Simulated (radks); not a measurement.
Problem. All-electron atom: Dy III in [Xe] 4f10. Calculated with a radial shooting solver on a logarithmic mesh with Libxc functionals: Dirac Kohn-Sham, BP86, spin-unpolarised, spherical densities, finite nucleus; open shells fill j = l - 1/2 first; Fermi nuclear charge, rms radius 5.2218 fm. Some entries of the table are withheld. Estimate them.

orbital,occ.,eigenvalue (eV),<r> (bohr),<r^2> (bohr^2)
1s1/2,2,-53612.03,0.02112,0.0006094
2s1/2,2,-8934.363,0.08922,0.009460
2p1/2,2,-8498.890,0.07437,0.006845
2p3/2,4,-7698.363,0.08142,0.008071
3s1/2,2,-1999.281,0.2341,0.06276
3p1/2,2,(1),0.2238,0.05826
3p3/2,4,(2),0.2371,0.06521
3d3/2,4,-1315.413,0.2096,0.05170
3d5/2,6,-1279.118,0.2138,0.05364
4s1/2,2,-406.4593,0.5299,0.3173
4p1/2,2,-331.3948,0.5404,0.3327
4p3/2,4,-294.2595,0.5711,0.3712
4d3/2,4,-170.5957,0.6038,0.4236
4d5/2,6,-163.8760,0.6147,0.4390
5s1/2,2,-62.9867,1.301,(3)
5p1/2,2,-42.7933,1.465,2.439
5p3/2,4,-38.0695,1.567,2.789
4f5/2,6,(4),0.8585,0.9984
4f7/2,4,(5),0.8765,1.047

Solution. 
(1) 3p1/2 eigenvalue (eV): -1809.046
(2) 3p3/2 eigenvalue (eV): -1642.817
(3) 5s1/2 <r^2> (bohr^2): 1.907
(4) 4f5/2 eigenvalue (eV): -17.5168
(5) 4f7/2 eigenvalue (eV): -16.6380
